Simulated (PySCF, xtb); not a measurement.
C₂H₆BF₂N, SMILES NB(CF)CF.

GFN2-xTB (xtb) at its own geometry gives an orbital gap of 5.89 eV and a dipole moment of 0.49 D.

Coordinates come from a B3LYP-D3(BJ)/def2-SVP optimisation. This is a generated structure with no PubChem entry under its InChIKey; it may be hypothetical. The values are those of a single conformer.

Task: What does PySCF with PBE0/def2-TZVP give? (The exact figures need the calculation; the answer reports its results.)

Result: gap 9.14 eV (levels -8.53 and 0.62 eV), dipole 0.54 D.
